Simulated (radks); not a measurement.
Species: Ca18+. Configuration: [He]. Calculated with a radial shooting solver on a logarithmic mesh with Libxc functionals: Dirac Kohn-Sham, PBE, spin-unpolarised, spherical densities, point nucleus. Some entries of the table are withheld. Estimate them.

orbital  occ.  eigenvalue (hartree)  <r^2> (bohr^2)
1s1/2       2                   (1)        0.007745
2s1/2       0                   (2)             (3)
2p1/2       0                   (4)             (5)
2p3/2       0                   (6)             (7)

Answer. 
(1) 1s1/2 eigenvalue (hartree): -184.0485
(2) 2s1/2 eigenvalue (hartree): -43.39109
(3) 2s1/2 <r^2> (bohr^2): 0.1144
(4) 2p1/2 eigenvalue (hartree): -42.41232
(5) 2p1/2 <r^2> (bohr^2): 0.08465
(6) 2p3/2 eigenvalue (hartree): -42.19548
(7) 2p3/2 <r^2> (bohr^2): 0.08569
